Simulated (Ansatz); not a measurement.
Species: C$_{2}$H$_{5}$GeI$_{2}$, net charge -1, singlet state. It need not be the lowest isomer of its formula. Whether it binds its extra electron was not tested at this geometry. 
Geometry from a B3LYP-D3(BJ)/def2-TZVP (Ansatz, a first-principles code) optimisation:
SMILES: [I][Ge]([CH2-])([I])[CH3]
```xyz
10

C      1.2667    -2.4272    -0.2023
Ge     0.0778    -1.0316    -0.3253
C     -1.6349    -1.2971    -1.2634
I     -0.6355    -0.2414     2.0691
I      0.6697     1.4570    -1.6137
H      2.0372    -2.3114     0.5562
H      1.6794    -2.7171    -1.1703
H     -1.4167    -1.5804    -2.2941
H     -2.1942    -2.0919    -0.7707
H     -2.2012    -0.3694    -1.2571
```
Charge -1, spin multiplicity 1.

Total electronic energies in hartree. Cores are frozen in the correlated levels unless marked. No spin-orbit coupling. Frozen are the shells of the preceding noble gas and the d and f shells that filled before the atom's block. Past Kr the def2 sets carry scalar-relativistic core potentials. CBS marks a two-point X^-3 extrapolation of the correlation energy; Hartree-Fock from the larger set.

| level | program | energy (Eh) |
|---|---|---|
| HF/def2-SVP | Ansatz | -2747.07835 |
| RI-HF/def2-QZVPP | Ansatz | -2747.50408 |
| revPBE-D3(BJ)/def2-TZVPD | Ansatz + dftd3 | … |
| B3LYP/def2-TZVPD | Ansatz | … |
| CAM-B3LYP-D4/def2-TZVPD | Ansatz + dftd4 | -2751.87815 |
| B2GP-PLYP-D4/def2-TZVPD | Ansatz + dftd4 | -2750.43739 |
| B2GP-PLYP/def2-TZVPD | Ansatz | -2750.43143 |
| B2PLYP-D3(BJ)/def2-TZVPD | Ansatz + dftd3 | -2750.76164 |
| B2PLYP-D4/def2-TZVPD | Ansatz + dftd4 | -2750.75868 |
| MP2/def2-QZVPP | Ansatz | -2748.33372 |
| CCSD/def2-SVP | Ansatz | -2747.71205 |
| CCSD/def2-SVPD | Ansatz | -2747.76510 |
| CCSD(T)/def2-SVPD | Ansatz | -2747.79190 |
| CCSD(T)/def2-TZVPPD | Ansatz | -2748.31164 |
| CCSD(T)/CBS(def2-TZVPPD,def2-QZVPPD) | Ansatz | -2748.4716 |

Question: What belongs in the gaps?

Answer: 
- revPBE-D3(BJ)/def2-TZVPD, energy (Eh): -2751.71583
- B3LYP/def2-TZVPD, energy (Eh): -2752.03418
